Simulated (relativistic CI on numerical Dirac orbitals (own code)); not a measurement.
Method of calculation: Dirac-Coulomb-Breit CI, orbitals from a KLI potential per configuration, model QED (radiative potential, 1s self-energy scaled to tabulated hydrogen-like ionisation energies), unscaled Slater integrals (own radial code, finite nucleus).

CI space (outside the closed core 1s2): 2s, 2p, 3s, 3p, 3d, 4s, 4p, 4d, 4f, 5s, 5p, 5d, 5f, 5g, 6s, 6p, 6d. Levels of other configurations are missing.

At this charge energies of transitions that change n are usually good to better than 1 %, and those within a shell (Δn = 0) to a few per cent.

Outline of the computed level scheme of Pb LXXX. Lowest level of each configuration: 2s ²S1/2 at 0.0 eV; 2p ²P°1/2 at 232.4 eV; 3s ²S1/2 at 14178.4 eV; 3p ²P°1/2 at 14240.2 eV; 3d ²D3/2 at 14972.8 eV; 4s ²S1/2 at 19010.9 eV; 4p ²P°1/2 at 19035.6 eV; 4d ²D3/2 at 19342.2 eV; 4f ²F°5/2 at 19425.1 eV.

Some strong electric-dipole decays among the lowest 15 levels: 3d ²D5/2 → 2p ²P°3/2 (2.6e+15 s⁻¹); 3d ²D3/2 → 2p ²P°1/2 (2.6e+15 s⁻¹); 3p ²P°1/2 → 2s ²S1/2 (1.2e+15 s⁻¹); 4d ²D3/2 → 2p ²P°1/2 (9.0e+14 s⁻¹); 4d ²D5/2 → 2p ²P°3/2 (8.5e+14 s⁻¹); 3p ²P°3/2 → 2s ²S1/2 (7.5e+14 s⁻¹); 4f ²F°7/2 → 3d ²D5/2 (5.6e+14 s⁻¹); 4f ²F°5/2 → 3d ²D3/2 (5.5e+14 s⁻¹).
